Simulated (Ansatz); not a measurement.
Consider the substitution at a C–C bond: `FCC(F)CF` + HI → `FCC(F)I` + `CF`.

Isolated molecules relaxed with PBE0-D4/def2-TZVP in Ansatz; ΔE leaves out vibrations. CBS: MP2 limit from def2 TZ/QZ plus the TZ coupled-cluster correction, frozen cores. This one scheme is used for every species. Elements past krypton have def2 core potentials. For I outer-core shells are correlated without core-valence functions, which leaves a few kJ/mol of doubt a bond. One conformer a species, not always the lowest.

```json
{"species": "`FCC(F)CF`", "CCSD(T)/CBS(def2) energy (Eh)": "-416.52222"}
{"species": "HI", "CCSD(T)/CBS(def2) energy (Eh)": "-298.03592"}
{"species": "`FCC(F)I`", "CCSD(T)/CBS(def2) energy (Eh)": "-574.91548"}
{"species": "`CF`", "CCSD(T)/CBS(def2) energy (Eh)": "-139.63461"}
```

Task: Work out ΔE.

Result: ΔE = (-574.91548) + (-139.63461) − (-416.52222) − (-298.03592) = 0.00805 Eh = +21.1 kJ/mol.

Largest T1 diagnostic among the species: 0.011.

Leaving LDA and LC-ωPBE aside and taking each functional with its dispersion term where it has one, the values, not all of them listed here, spread over 18.8 kJ/mol, from BLYP-D4 to CAM-B3LYP-D4. LDA lies +13.5 kJ/mol from PBE without D4. From PBE to PBE0 (25 % exact exchange), in def2-TZVPP and without D4, ΔE moves by +8.1 kJ/mol. At CCSD(T), def2-SVP lies +28.2 kJ/mol from the extrapolated value and def2-TZVPP +7.0 kJ/mol.
